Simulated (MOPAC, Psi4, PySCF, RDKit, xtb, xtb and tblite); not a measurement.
Two geometries of C7H7NO, SMILES o1c(ccc1)CCC#N, relaxed at GFN2-xTB with one dihedral held; other torsions can differ between them too.

Structure A

```
16

N     -1.7331     0.8277     2.7100
C     -1.8971     0.5144     1.6231
C     -2.0838     0.1065     0.2553
C     -0.9779    -0.8759    -0.1796
C     -1.1755    -1.2950    -1.5956
C     -0.5510    -0.9199    -2.7480
C     -1.1880    -1.6321    -3.7949
C     -2.1531    -2.3813    -3.2010
O     -2.1557    -2.1838    -1.8714
H     -3.0626    -0.3722     0.1621
H     -2.0678     0.9957    -0.3815
H     -1.0070    -1.7542     0.4696
H     -0.0016    -0.3997    -0.0801
H      0.2631    -0.2305    -2.8412
H     -0.9552    -1.5877    -4.8387
H     -2.8744    -3.0689    -3.5952
```

Structure B

```
16

N      1.7554     0.8072     2.7215
C      1.9101     0.5103     1.6286
C      2.0776     0.1300     0.2506
C      0.9948    -0.8859    -0.1744
C      0.8513    -0.9185    -1.6569
C     -0.0461    -0.3216    -2.4920
C      0.3349    -0.6834    -3.8082
C      1.4359    -1.4680    -3.6742
O      1.7582    -1.6151    -2.3777
H      3.0759    -0.2888     0.1060
H      1.9907     1.0361    -0.3579
H      1.2606    -1.8769     0.1974
H      0.0364    -0.5958     0.2601
H     -0.8765     0.2917    -2.2077
H     -0.1474    -0.3968    -4.7198
H      2.0567    -1.9647    -4.3928
```

### Question
Which is lower in energy at the level B3LYP-D3(BJ)/def2-SVP // GFN2-xTB (Psi4), and by how much?

### Answer
A is lower, by 0.99 kcal/mol (dihedral C2–C3–C4–C5: 180° in A, 160° in B).

E(B) − E(A) in kcal/mol at the other levels, on the same two geometries: GFN2-xTB (xtb and tblite) 0.52; MMFF94 // GFN2-xTB (RDKit) 0.87; B3LYP/def2-SVP // GFN2-xTB (Psi4) 1.00; PBE/def2-SVP // GFN2-xTB (Psi4) 0.94; PBE-D3(BJ)/def2-SVP // GFN2-xTB (Psi4) 0.93; UFF // GFN2-xTB (RDKit) 0.90; PM3, restricted, heats of formation // GFN2-xTB (MOPAC) 0.28; PM7, restricted, heats of formation // GFN2-xTB (MOPAC) 0.33; GFN1-xTB // GFN2-xTB (xtb) 0.47; restricted B3LYP/6-31G*, spherical d, density fitting // GFN2-xTB (PySCF) 0.92; restricted B3LYP/3-21G, density fitting // GFN2-xTB (PySCF) 1.06; restricted B3LYP/LANL2DZ, density fitting // GFN2-xTB (PySCF) 0.86; restricted BP86/6-31G*, spherical d, density fitting // GFN2-xTB (PySCF) 0.85.
